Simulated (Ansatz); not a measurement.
Ansatz (an electronic-structure program) input (HF/LANL2DZ): The .json file is the Basis Set Exchange's LANL2DZ.

Ansatz 0.2 input:
```yaml
crystal:
  periodic: [false, false, false]
  atoms:
    - {symbol: Zn, position_ang: [-0.00000000, -0.00000000, -1.53611285]}
    - {symbol: I, position_ang: [0.00000000, 0.00000000, 0.86949784]}
basis:
  gaussian:
    orbitals: LANL2DZ.json
hamiltonian:
  xc: {name: HF}
total_charge: 1
relax: {f_tol: 0.003, max_steps: 120}
```

Problem. What final total energy does it give?

Solution. -74.41546 Eh.
